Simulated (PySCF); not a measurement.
Parent: `[C:1]1=[CH:2][CH2:3][CH2:4][CH2:5][CH2:6][CH2:7][CH:8]=1` with C1–C2–C3–C4 -13°, C2–C3–C4–C5 -61°, C3–C4–C5–C6 113°, C4–C5–C6–C7 -79°, C8H12.

Computed with PBE0-D3(BJ)/def2-SVP geometry optimisation, gas phase (PySCF 2.14.0). One conformer each, not checked by frequencies here.

```csv
coordinate of the parent,value
C1=C2,1.311 Å
C2–C3,1.511 Å
C3–C4,1.529 Å
C4–C5,1.547 Å
C5–C6,1.538 Å
C6–C7,1.536 Å
C7–C8,1.510 Å
C1=C8,1.311 Å
C2–C1–C8,161.4°
C1–C2–C3,118.8°
C2–C3–C4,113.8°
C3–C4–C5,115.6°
C4–C5–C6,118.2°
C5–C6–C7,116.6°
C6–C7–C8,110.8°
C1–C8–C7,118.9°
```

Task: How does the shared frame change in `[N:1]#[C:2][C:3]1=[C:4]=[CH:5][CH2:6][CH2:7][CH2:8][CH2:9][CH2:10]1` with C4–C5–C6–C7 -74°, C5–C6–C7–C8 61°, C6–C7–C8–C9 -79°, C7–C8–C9–C10 114°, C9H11N? Atoms pair as C1 = C4, C2 = C3, C3 = C10, C4 = C9, C5 = C8, C6 = C7, C7 = C6, C8 = C5 (parent first).

Result: 
```
  parent   relative  value in the relative  change
   C1=C2      C4=C3                1.320 Å  +0.009
   C2–C3     C3–C10                1.520 Å  +0.009
   C3–C4     C10–C9                1.527 Å  -0.002
   C4–C5      C9–C8                1.547 Å   0.000
   C5–C6      C8–C7                1.537 Å  -0.001
   C6–C7      C7–C6                1.535 Å  -0.001
   C7–C8      C6–C5                1.511 Å  +0.001
   C1=C8      C4=C5                1.306 Å  -0.005
C2–C1–C8   C3–C4–C5                 160.8°    -0.6
C1–C2–C3  C4–C3–C10                 118.7°    -0.1
C2–C3–C4  C3–C10–C9                 113.3°    -0.5
C3–C4–C5  C10–C9–C8                 115.7°    +0.1
C4–C5–C6   C9–C8–C7                 117.9°    -0.3
C5–C6–C7   C8–C7–C6                 116.5°    -0.1
C6–C7–C8   C7–C6–C5                 110.6°    -0.2
C1–C8–C7   C4–C5–C6                 119.1°    +0.2
```

Of the parent's bonds, C1–C2 and C2–C3 change most and about equally (+0.009 Å). Bonds of the relative outside the shared frame: N1≡C2 1.160, C2–C3 1.431 Å. Point group C1 → C1.

Task: How does the shared frame change in `[CH3:1][O:2][C:3]1=[C:4]=[CH:5][CH2:6][CH2:7][CH2:8][CH2:9][CH2:10]1` with C1–O2–C3–C4 -4°, C4–C5–C6–C7 11°, C5–C6–C7–C8 63°, C6–C7–C8–C9 -114°, C7–C8–C9–C10 78°, C9H14O? Atoms pair as C1 = C4, C2 = C5, C3 = C6, C4 = C7, C5 = C8, C6 = C9, C7 = C10, C8 = C3 (parent first).

Result: 
```json
{"parent": "C1=C2", "relative": "C4=C5", "value in the relative": "1.315 Å", "change": "+0.004"}
{"parent": "C2–C3", "relative": "C5–C6", "value in the relative": "1.510 Å", "change": "-0.001"}
{"parent": "C3–C4", "relative": "C6–C7", "value in the relative": "1.526 Å", "change": "-0.003"}
{"parent": "C4–C5", "relative": "C7–C8", "value in the relative": "1.546 Å", "change": "-0.001"}
{"parent": "C5–C6", "relative": "C8–C9", "value in the relative": "1.535 Å", "change": "-0.003"}
{"parent": "C6–C7", "relative": "C9–C10", "value in the relative": "1.533 Å", "change": "-0.003"}
{"parent": "C7–C8", "relative": "C10–C3", "value in the relative": "1.500 Å", "change": "-0.010"}
{"parent": "C1=C8", "relative": "C4=C3", "value in the relative": "1.325 Å", "change": "+0.014"}
{"parent": "C2–C1–C8", "relative": "C5–C4–C3", "value in the relative": "154.2°", "change": "-7.2"}
{"parent": "C1–C2–C3", "relative": "C4–C5–C6", "value in the relative": "120.9°", "change": "+2.1"}
{"parent": "C2–C3–C4", "relative": "C5–C6–C7", "value in the relative": "114.2°", "change": "+0.4"}
{"parent": "C3–C4–C5", "relative": "C6–C7–C8", "value in the relative": "115.4°", "change": "-0.2"}
{"parent": "C4–C5–C6", "relative": "C7–C8–C9", "value in the relative": "117.4°", "change": "-0.8"}
{"parent": "C5–C6–C7", "relative": "C8–C9–C10", "value in the relative": "115.8°", "change": "-0.8"}
{"parent": "C6–C7–C8", "relative": "C9–C10–C3", "value in the relative": "110.5°", "change": "-0.3"}
{"parent": "C1–C8–C7", "relative": "C4–C3–C10", "value in the relative": "120.7°", "change": "+1.8"}
```

Of the parent's bonds, C1–C8 changes most (+0.014 Å). Bonds of the relative outside the shared frame: C1–O2 1.403, O2–C3 1.351 Å. Point group C1 → C1.
